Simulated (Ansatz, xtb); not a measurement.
## Relative energy of two isomers of CH5NSSi

Structure X: `CS[Si]N`, a singlet. Structure Y: `CN[Si]S`, a singlet. Both are isolated molecules in the gas phase, relaxed with PBE0-D4/def2-SVP; the shapes shown needn't be the lowest conformers.

X (Å):

```xyz
9

C    -2.3260    1.6913    3.4655
N     1.4431   -0.2708    2.2234
S    -0.8003    0.7572    3.8008
Si    0.0256    0.6143    1.8143
H    -3.1939    1.0949    3.7777
H    -2.3105    2.6302    4.0354
H    -2.4188    1.9246    2.3939
H     1.7330   -0.5916    3.1430
H     2.1083   -0.5328    1.5038
```

Y (Å):

```xyz
9

C    -2.0755    1.1153    3.4439
N    -0.8099    0.5931    2.9833
S     1.8687   -0.0638    2.0058
Si    0.5190    1.5727    2.4907
H    -2.3023    0.8057    4.4790
H    -2.9161    0.7955    2.8039
H    -2.0494    2.2165    3.4276
H    -0.7705   -0.4235    2.9747
H     2.8775    0.7506    1.6316
```

Q: Which of the two would you expect CCSD(T)/def2-SVP + ΔMP2/def2-TZVPP electronic energies to favour?

A: CCSD(T)/def2-SVP + ΔMP2/def2-TZVPP gives E(Y) − E(X) = +17.5 kJ/mol, favouring structure X, but this leans on the basis-set step: CCSD(T) alone gives +2.4 kJ/mol.

Level by level:

| level | geometry | E(Y) − E(X) (kJ/mol) | departure from the last row (kJ/mol) | job, with rough time for the two |
| --- | --- | --- | --- | --- |
| GFN2-xTB | GFN2-xTB | −26.2 | −43.7 | optimisation, 0.28 s |
| HF/STO-3G | GFN2-xTB | +9.4 | −8.1 | single point, 0.28 s |
| r2SCAN-D4/def2-SVP | GFN2-xTB | +7.4 | −10.1 | single point, 2.1 s |
| PBE0-D4/def2-SVP | PBE0-D4/def2-SVP | +7.0 | −10.6 | optimisation, 24 s |
| HF/def2-SVP | PBE0-D4/def2-SVP | +1.4 | −16.1 | part of the CCSD(T) run |
| MP2/def2-SVP | PBE0-D4/def2-SVP | +6.6 | −10.9 | part of the CCSD(T) run |
| CCSD(T)/def2-SVP | PBE0-D4/def2-SVP | +2.4 | −15.1 | single point |
| CCSD(T)/def2-SVP + ΔMP2/def2-TZVPP | PBE0-D4/def2-SVP | +17.5 |  | single point, 12 s |

As drawn, Y has 1 C–N, 1 S–H in place of 1 C–S, 1 N–H.

GFN2-xTB puts the two in the other order. HF/def2-SVP finds them nearly level. The largest departure from CCSD(T)/def2-SVP + ΔMP2/def2-TZVPP is that of GFN2-xTB, 43.7 kJ/mol. The last row adds to CCSD(T) the change of the MP2 difference between the two basis sets, here +15.1 kJ/mol, a large step that makes the value less sure.

With harmonic frequencies from PBE0-D4/def2-SVP (ideal gas, rigid rotor, one conformer each, 298.15 K, 1 atm): on the last row, ΔE + ΔZPE = +15.4, ΔH = +14.6, ΔG = +17.1 kJ/mol.

The correlated steps freeze 12 core orbitals. Codes used: Ansatz 0.2.0, xtb 6.7.1; the last row on 2 threads of AMD EPYC 7B13 (Zen 3) on a shared host.
